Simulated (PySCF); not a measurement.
Geometry:
```
atom   x (Å)   y (Å)   z (Å)
  B1   0.255   0.167  -0.063
 Cl2   1.976   0.327  -0.337
 Cl3  -0.786   1.591  -0.147
  O4  -0.245  -1.045   0.206
  H5  -1.200  -1.040   0.340
```

Geometry: PBE0-D3(BJ)/def2-SVP; GIAO shifts from PySCF, gas phase, non-relativistic, averaged over equivalent atoms.

At B3LYP/pcSseg-1 (87 basis functions, 2.8 s wall time on 1 thread of an Arm Neoverse V1, shared host):
```csv
atoms,δ (ppm)
B1,36.7
Cl2/Cl3,150.4
O4,183.9
H5,5.25
```

Chemical shifts δ = σref − σ; 11B (97.83 ppm) against BF3·OEt2; 35Cl (930.46 ppm) vs HCl; H2O for 17O (334.04 ppm); 1H (31.38 ppm) vs TMS, all at this level.

**Question.** What do these become at PBE0/pcSseg-1?

**Answer.** 
```tsv
atoms	δ at PBE0/pcSseg-1	change
B1	35.2	-1.5
Cl2/Cl3	153.7	+3.3
O4	181.9	-2.0
H5	5.33	+0.08
```

Chemical shifts δ = σref − σ; BF3·OEt2 for 11B (σ = 100.73 ppm); 35Cl (σ = 943.27 ppm) vs HCl; 17O (σ = 334.56 ppm) vs H2O; 1H (σ = 31.27 ppm) vs TMS, all at this level.

The largest change is at Cl2/Cl3 (chlorine bonded to B). Cost: 87 basis functions, 3.8 s wall time on 1 thread of an Arm Neoverse V1, shared host.

The averaged Cl atoms aren't alike in the static structure (σ from 772 to 788 ppm); the average presumes fast exchange among these sites. Experimental scales use liquid or dissolved standards, which lie at an offset from isolated H2O (liquid H2O: subtract about 36 ppm).
